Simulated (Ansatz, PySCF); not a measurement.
FS, charge -1, multiplicity 1. Atoms are numbered in the order given.

```xyz
2

F      0.0000     0.0000    -1.1152
S      0.0000     0.0000     0.6273
```
Charge -1, spin multiplicity 1.

Geometry optimised at PBE-D3(BJ)/def2-TZVPD. The spin state was assumed, not searched.

Estimates of the vertical detachment energy (IE) of the anion in eV. Rows of orbital energies are one-electron estimates, which approximate functionals can put far too low.

```json
[
 {"level": "−ε(HOMO), −ε(LUMO), CAM-B3LYP/def2-TZVPD (PySCF)", "IE": "1.47"},
 {"level": "−ε(HOMO), −ε(LUMO), ωB97X/def2-TZVPD (PySCF)", "IE": "2.46"},
 {"level": "−ε(HOMO), −ε(LUMO), PBE/def2-TZVPD (PySCF)", "IE": "-1.01"},
 {"level": "EOM-CCSD/aug-cc-pVDZ (PySCF)", "IE": "2.39"},
 {"level": "ADC(2)/aug-cc-pVDZ (PySCF)", "IE": "(withheld)"},
 {"level": "ΔSCF, CAM-B3LYP/def2-TZVPD (Ansatz), final states of multiplicity 2", "IE": "2.53"},
 {"level": "ΔSCF, PBE/def2-TZVPD (Ansatz), final states of multiplicity 2", "IE": "2.39"}
]
```

**Question.** Fill in the missing entries. (The exact figures need the calculation; the answer reports its results.)

**Answer.** 
- ADC(2)/aug-cc-pVDZ (PySCF), IE: 1.82

**Question.** What vertical singlet–triplet gap does ΔSCF give with CAM-B3LYP/def2-TZVPD (Ansatz, an electronic-structure program) and with PBE/def2-TZVPD (Ansatz)? (Estimate from the structure and the level; the computed values follow.)

**Answer.** 1.95 and 1.77 eV (triplet above singlet where positive).

**Question.** Beyond the first one, list the lowest photoelectron lines from ADC(2)/aug-cc-pVDZ in PySCF with their pole strengths (two spins summed). (Estimate from the structure and the level; the computed values follow.)

**Answer.** 6.30 eV (1.66), 6.30 eV (1.66), 7.31 eV (1.71), 12.37 eV (0.06).
